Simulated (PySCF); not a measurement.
GaH5OP2, SMILES [Ga]([PH2])([OH])[PH2].

The structure is a stationary point at B3LYP-D3(BJ)/def2-SVP. The structure was generated by enumeration; whether it is a known compound was not checked. Other conformers were not sampled.

Two levels are set side by side: TDDFT-PBE/def2-SVPD (PySCF) and TDDFT-PBE0/def2-SVPD (PySCF). Vertical, same geometry. The lowest singlet is HOMO→LUMO 73 %, HOMO→LUMO+1 24 % with PBE and HOMO→LUMO 82 % with the other functional; states are paired by order. Differences are taken from unrounded values.

| quantity | TDDFT-PBE0 | TDDFT-PBE | TDDFT-PBE minus TDDFT-PBE0 |
|---|---|---|---|
| lowest singlet excitation (eV) | 4.94 | 4.57 | -0.37 |
| lowest triplet excitation (TDA) (eV) | 4.12 | 3.86 | -0.26 |
| first bright state (f over 0.05) (eV) | 4.94 | 4.91 | -0.02 |
| its oscillator strength | 0.07 | 0.12 | 0.05 |

Functionals without exact exchange tend to place singlet excitations lower, as here. Differences between two approximate levels are no errors against the true value.

Rough cost on one machine, each run with all the roots and properties that it gave: TDDFT-PBE0 against TDDFT-PBE about 4 times.
